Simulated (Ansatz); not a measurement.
Molecule: thiosilicic acid, sum formula H4SiSO3 (charge 0, singlet). 
Geometry from a B3LYP-D3(BJ)/def2-TZVP (Ansatz, a quantum-chemistry and plane-wave program) optimisation:
SMILES: O[Si](O)(O)S
```xyz
9

O      0.5711    -0.1832     1.6663
Si    -0.2167    -0.1738     0.2354
O     -0.5207    -1.7395    -0.1244
O     -1.6636     0.5950     0.2326
S      1.0110     0.8759    -1.1583
H      0.3597    -0.9015     2.2704
H     -1.0819    -1.9271    -0.8812
H     -1.6689     1.5454     0.3742
H      2.1556     0.3238    -0.7216
```

Quantity: vertical triplet-singlet gap (E(triplet) - E(singlet); each state is the SCF solution reached for its spin), in eV. Valence correlation only, unless marked. UHF or UKS for open shells. No spin-orbit coupling. No relativistic terms. CBS marks a two-point X^-3 extrapolation of the correlation energy; Hartree-Fock from the larger set. The bracket is a focal-point correction in the basis named.

Level to compare with: RI-MP2/CBS(aug-cc-pV(T+d)Z,aug-cc-pV(Q+d)Z)+[CCSD(T)-MP2]/aug-cc-pV(T+d)Z (Ansatz), 5.97 eV. It is a level with limits of its own, and the differences hold the functionals' basis error too.

Rank these functionals by how close they come to RI-MP2/CBS(aug-cc-pV(T+d)Z,aug-cc-pV(Q+d)Z)+[CCSD(T)-MP2]/aug-cc-pV(T+d)Z, closest first: SVWN5/def2-TZVPD (Ansatz); CAM-B3LYP/def2-TZVPD (Ansatz); wB97X-V/def2-TZVPD (Ansatz).

wB97X-V/def2-TZVPD (range-separated hybrid with VV10, 6.03 eV, difference 0.06), CAM-B3LYP/def2-TZVPD (range-separated hybrid, 5.80 eV, difference -0.17), SVWN5/def2-TZVPD (LDA, 5.59 eV, difference -0.38)
